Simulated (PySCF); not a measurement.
Job file and geometry (Å, from PBE0-D3(BJ)/def2-SVP) of an NMR shielding run on Si(OMe)2Cl2 (CO[Si](Cl)(Cl)OC, C2H6Cl2O2Si), PySCF, GIAO B3LYP/pcSseg-1 NMR shielding, non-relativistic, gas phase; density fitting, a coarse starting grid and PySCF grid level 2 are the driver's defaults:

```
$ OMP_NUM_THREADS=1 python probes_run.py task.json out

{"job": {"kind": "nmr", "xc": "B3LYP", "basis": "pcSseg-1", "pop": false}, "charge": 0, "multiplicity": 1}
Si    -0.206833     0.007460    -0.153821
O     -0.202218     0.008403     1.471027
C     -1.322402     0.020584     2.319733
H     -1.908649     0.945945     2.195575
H     -0.965909    -0.030942     3.358163
H     -1.979881    -0.844463     2.131144
O      1.347262    -0.033010    -0.628423
C      1.807759    -0.043867    -1.956385
H      1.419151    -0.915745    -2.509212
H      2.904669    -0.100450    -1.937886
H      1.510473     0.874072    -2.490941
Cl    -1.145223     1.680295    -0.890373
Cl    -1.227558    -1.620381    -0.886392
```

Problem. Write the output of this run.

Solution. 
```
coarse grid: 12936 points
cycle   1  E = -1440.0972412959  dE =  8.644e-01  |g| = 9.777e-01  |ddm| = 3.262e+00
cycle   2  E = -1439.7686821751  dE =  3.286e-01  |g| = 1.659e+00  |ddm| = 1.873e+00
cycle   3  E = -1440.2639635483  dE = -4.953e-01  |g| = 1.451e-01  |ddm| = 1.300e+00
cycle   4  E = -1440.2680608707  dE = -4.097e-03  |g| = 5.657e-02  |ddm| = 1.878e-01
cycle   5  E = -1440.2686983412  dE = -6.375e-04  |g| = 1.122e-02  |ddm| = 6.182e-02
cycle   6  E = -1440.2687279928  dE = -2.965e-05  |g| = 3.284e-03  |ddm| = 1.537e-02
cycle   7  E = -1440.2687305134  dE = -2.521e-06  |g| = 2.796e-04  |ddm| = 3.295e-03
final grid: 112488 points
cycle   8  E = -1440.3256989645  dE = -2.016e-05  |g| = 6.142e-03  |ddm| = 1.367e-02
cycle   9  E = -1440.3256940276  dE =  4.937e-06  |g| = 8.064e-03  |ddm| = 8.458e-03
cycle  10  E = -1440.3257065288  dE = -1.250e-05  |g| = 9.621e-04  |ddm| = 4.817e-03
cycle  11  E = -1440.3257067052  dE = -1.764e-07  |g| = 2.011e-04  |ddm| = 8.577e-04
cycle  12  E = -1440.3257067129  dE = -7.674e-09  |g| = 2.870e-05  |ddm| = 1.708e-04
cycle  13  E = -1440.3257067130  dE = -1.564e-10  |g| = 9.586e-06  |ddm| = 3.160e-05
converged SCF energy = -1440.3257067130

GIAO shielding tensors (ppm)
atom      isotropic    diamagn.    paramagn.     s11        s22        s33       span
  0 Si     382.431     880.642    -498.211    355.867    369.635    421.790     65.923
  1 O      272.473     399.176    -126.702    185.238    291.415    340.767    155.528
  2 C      126.959     239.997    -113.038    100.487    101.720    178.670     78.184
  3 H       27.705      27.854      -0.150     22.924     26.107     34.084     11.160
  4 H       27.626      26.799       0.827     23.145     25.053     34.680     11.535
  5 H       27.704      27.923      -0.219     22.880     26.247     33.986     11.105
  6 O      272.153     399.143    -126.991    184.464    291.448    340.546    156.083
  7 C      127.008     240.132    -113.124    100.507    101.998    178.519     78.012
  8 H       27.720      27.952      -0.232     22.899     26.281     33.980     11.082
  9 H       27.645      26.842       0.803     23.157     25.077     34.702     11.545
 10 H       27.714      27.916      -0.201     22.912     26.211     34.020     11.107
 11 Cl     866.531    1150.506    -283.975    707.943    837.193   1054.457    346.514
 12 Cl     868.927    1150.503    -281.576    707.148    841.673   1057.961    350.813
```

Problem. Turn these shieldings into chemical shifts. Referencing at the same level of theory: TMS for $^{29}$Si (σ = 337.86 ppm), $^{13}$C (σ = 179.24 ppm), $^{1}$H (σ = 31.38 ppm); $^{17}$O (σ = 334.04 ppm) vs H2O; $^{35}$Cl (σ = 930.46 ppm) against HCl.

Solution. Averaging equivalent atoms: Si 0: -44.6; O 1/6: 61.7; C 2/7: 52.3; H 3/4/5/8/9/10: 3.70; Cl 11/12: 63 ppm. Experimental scales use liquid or dissolved standards, which lie at an offset from isolated H2O (liquid H2O: subtract about 36 ppm).

Size and cost of the density-fitted run: 170 basis functions, 17 s wall time on 1 thread of an Arm Neoverse V2, shared host; peak memory 1 GiB.
